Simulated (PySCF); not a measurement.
Cl3Ti (SMILES [Cl][Ti]([Cl])[Cl]), doublet, geometry from GFN2-xTB (such geometries of metal compounds can be far from the true shape), atoms displaced at random by about 0.03 Å a coordinate. Base run: PBE0/6-31G, gradient (PySCF).

The PySCF input:
```python
from pyscf import gto, scf, dft

mol = gto.M(
    atom='''
Ti   -0.084589   -0.219671   -0.232567
Cl    2.040709   -0.143415   -0.410284
Cl   -0.758821   -0.840050    1.766827
Cl   -1.196089    1.289495   -1.145478
''',
    basis='6-31g',
    charge=0,
    spin=1,
    verbose=3,
)

mf = dft.UKS(mol)
mf.xc = 'pbe0'
mf.kernel()
g = mf.nuc_grad_method()
grad = g.kernel()
```

The coordinate followed is z of atom 2.

Variants of this job, named by their change:

```json
[
 {"change": "base", "dE/dx (Eh/bohr)": "0.005863", "net force (Eh/bohr)": "0.000065"},
 {"change": "finite difference step (bohr) = 1e-4; conv_tol = 1e-11", "dE/dx (Eh/bohr)": "0.005863", "net force (Eh/bohr)": "-"},
 {"change": "grids.level = 5; grid_response = on", "dE/dx (Eh/bohr)": "0.005862", "net force (Eh/bohr)": "0.000000"},
 {"change": "density fitting = on", "dE/dx (Eh/bohr)": "0.005864", "net force (Eh/bohr)": "0.000065"},
 {"change": "finite difference step (bohr) = 0.2; conv_tol = 1e-11", "dE/dx (Eh/bohr)": "0.005790", "net force (Eh/bohr)": "-"},
 {"change": "grid_response = on", "dE/dx (Eh/bohr)": "0.005865", "net force (Eh/bohr)": "0.000000"},
 {"change": "finite difference step (bohr) = 0.05; conv_tol = 1e-11", "dE/dx (Eh/bohr)": "0.005858", "net force (Eh/bohr)": "-"},
 {"change": "finite difference step (bohr) = 1e-3; conv_tol = 1e-11", "dE/dx (Eh/bohr)": "0.005862", "net force (Eh/bohr)": "-"},
 {"change": "conv_tol = 1e-6", "dE/dx (Eh/bohr)": "0.005860", "net force (Eh/bohr)": "0.000065"},
 {"change": "finite difference step (bohr) = 0.01; conv_tol = 1e-11", "dE/dx (Eh/bohr)": "0.005862", "net force (Eh/bohr)": "-"},
 {"change": "grids.level = 0; grid_response = off", "dE/dx (Eh/bohr)": "0.005845", "net force (Eh/bohr)": "0.003263"},
 {"change": "grids.level = 1; grid_response = off", "dE/dx (Eh/bohr)": "0.005939", "net force (Eh/bohr)": "0.002317"}
]
```

The net force is zero for an exact gradient.

Open shells are given as the SCF converged; they aren't shown to be the lowest states, and a large step between rows can be another state.
